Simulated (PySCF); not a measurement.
- σ from GIAO-PBE0/pcSseg-1
- geometry: GFN2-xTB
- program: PySCF 2.14
- one averaged value for each set of equivalent atoms, relativity neglected, one conformer, isolated molecule

Scale: ¹H and ¹³C against TMS (reference shieldings calculated alike). Shifts are as computed. Against solution values, carbons near 30 ppm lie about +3 ppm off and those near 130 ppm about +5 ppm; carbons on Cl a further +6 ppm. Of 1309 compounds with measured shifts, 239 miss one by over three times the rms of a fit or turn the order of signals round; such compounds aren't used in these exercises. Carbons bonded to Cl come out too deshielded. OH and NH positions are gas-phase values without hydrogen bonding to other molecules.

(1) Order these molecules by the shift of their most shielded carbon, lowest δ first.
A. CO[SiH2]c1cccc(Cl)c1
B. CC1=CC=C(O[SiH3])/C1=C/Cl
C. C#CC[SiH2]O[SiH2]O[SiH3]
D. C=C1C[SiH2]O[SiH2][Si@H]1O

(2) Order these molecules by the shift of their most deshielded carbon-bound hydrogen, lowest δ first.
A. C#CC[SiH2]O[SiH2]O[SiH3]
B. CO[SiH2]c1cccc(Cl)c1
C. CC1=CC=C(O[SiH3])/C1=C/Cl
D. C=C1C[SiH2]O[SiH2][Si@H]1O

(3) How many ¹³C and ¹H signals does each give (equivalence by symmetry and fast rotation, but not about amide C–N or C=N bonds)? `CO[SiH2]c1cccc(Cl)c1`, `CC1=CC=C(O[SiH3])/C1=C/Cl`, `C=C1C[SiH2]O[SiH2][Si@H]1O`, `C#CC[SiH2]O[SiH2]O[SiH3]`

Results:

(1) C (7.7 ppm, propargylic sp3 CH2 bonded to Si), B (19.9 ppm, allylic methyl carbon), D (30.4 ppm, allylic sp3 CH2 bonded to Si), A (54.3 ppm, methyl carbon bonded to O).

(2) A (2.28 ppm, hydrogen on a propargylic sp3 CH2 bonded to Si), D (6.04 ppm, hydrogen on a terminal =CH2 carbon), C (7.21 ppm, hydrogen on an alkene CH), B (7.86 ppm, hydrogen on an aromatic CH).

(3) CO[SiH2]c1cccc(Cl)c1: 7 C, 6 H; CC1=CC=C(O[SiH3])/C1=C/Cl: 7 C, 5 H; C=C1C[SiH2]O[SiH2][Si@H]1O: 3 C, 10 H; C#CC[SiH2]O[SiH2]O[SiH3]: 3 C, 5 H.
